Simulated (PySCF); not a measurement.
# Exercise with solution: dipole moment from atomic charges

Ga(CF3)(H)2 (CH2F3Ga), SMILES [GaH2][C](F)(F)F. Atoms are numbered in the order given.

```xyz
7

Ga     1.1962    -0.0137     0.0000
C     -0.8260    -0.0108     0.0000
F     -1.3629    -0.6063    -1.0773
F     -1.3629    -0.6063     1.0773
F     -1.2688     1.2652     0.0000
H      1.9133     0.0072     1.3880
H      1.9133     0.0072    -1.3880
```

Geometry optimised at PBE0-D3(BJ)/def2-SVP. The structure was generated by enumeration; whether it is a known compound was not checked.

Charges (e) from B3LYP/def2-TZVP in PySCF:

```
atom  ESP fit     IAO
----  -------  ------
Ga1     0.621   0.571
C2      0.321   0.548
F3     -0.186  -0.283
F4     -0.186  -0.283
F5     -0.181  -0.290
H6     -0.195  -0.132
H7     -0.195  -0.132
```

The dipole moment of the full density is 2.15 D.

Q: What dipole moment does each set of point charges give, and which comes closer to that of the density?

A: 
μ = Σ q r, and 1 e Å = 4.8032 D.
ESP fit: Σ q r = (0.468, -0.018, 0.000) e Å, |μ| = 2.25 D.
IAO: Σ q r = (0.865, -0.039, 0.000) e Å, |μ| = 4.16 D.
ESP fit comes closer in size. Point charges leave out the atoms' own dipoles (lone pairs, polarised bonds); fits to the potential absorb them, partitions of the density don't.
